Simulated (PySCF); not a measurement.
Isomers of C2H5B. Isolated molecules, 0 K electronic values unless said otherwise. One relaxed conformer stands for each flexible species; it need not be the lowest. Strings in code marks are SMILES.

Quantity: electronic energy of isomers of C2H5B relative to `BC=C`, in kJ/mol.

Case: `B1CC1`. Geometry of `B1CC1` (neutral, multiplicity 1, Å):

```xyz
8

B      0.9010    -0.4396    -0.0558
C      0.0652     0.8262     0.0894
C     -0.6183    -0.5563    -0.0551
H      1.9600    -0.9563    -0.1213
H     -0.0052     1.3246     1.0514
H     -0.0208     1.5199    -0.7414
H     -1.1331    -0.9568     0.8129
H     -1.1488    -0.7616    -0.9799
```

Q: Predict the electronic energy of isomers of C2H5B relative to `BC=C` from HF/6-31G* // B3LYP-D3(BJ)/def2-TZVP (PySCF).

A: 72.2 kJ/mol.
